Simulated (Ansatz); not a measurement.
Stepwise reaction of `[NH2][SnH2][NH2]` with water, as a gas-phase model of exchange steps in deposition or etching. ΔE in kJ/mol; ΔG adds harmonic PBE0-D4 terms to CCSD(T)/CBS, at 1 bar.

Calculated with Ansatz (gas phase, PBE0-D4/def2-TZVP geometries, no zero-point term in ΔE). CCSD(T)/CBS adds triple-zeta CCSD(T) − MP2 to the extrapolated MP2 energy (def2 sets, frozen cores). This one scheme is used for every species. DFT in def2-TZVPP. B3LYP here is the variant with VWN-RPA as its local correlation; programs differ in this. def2 core potentials past Kr. For Sn outer-core shells are correlated without core-valence functions, which leaves a few kJ/mol of doubt a bond. One conformer a species, not always the lowest.

```json
{"step": "1", "reaction": "`[NH2][SnH2][NH2]` + H₂O → `[NH2][SnH2][OH]` + NH₃", "PBE-D4": "-24.0", "B3LYP-D4": "-25.3", "ωB97M-V": "-24.1", "CCSD(T)/CBS": "-21.6", "ΔG(400 K)": "-27.2"}
```

(1) Give the row of step 2, `[NH2][SnH2][OH]` + H₂O → `[OH][SnH2][OH]` + NH₃. (Best estimate.)

(2) By hand: ΔE of the 2 steps together at CCSD(T)/CBS.

Results:

(1) Computed: 
```tsv
step	reaction	PBE-D4	B3LYP-D4	ωB97M-V	CCSD(T)/CBS	ΔG(400 K)
2	`[NH2][SnH2][OH]` + H₂O → `[OH][SnH2][OH]` + NH₃	-35.4	-36.5	-34.8	-31.5	-21.4
```

(2) (-21.6) + (-31.5) = -53.1 kJ/mol, or -26.6 kJ/mol a step.

In ΔE each step is lower than the one before. All are downhill at CCSD(T)/CBS. ΔG lies between -27.2 and -21.4 kJ/mol a step. PBE-D4 differs from CCSD(T)/CBS by -3.9 to -2.4 kJ/mol a step. Isolated molecules leave out the surface, adducts and barriers. Largest T1 diagnostic: 0.014.
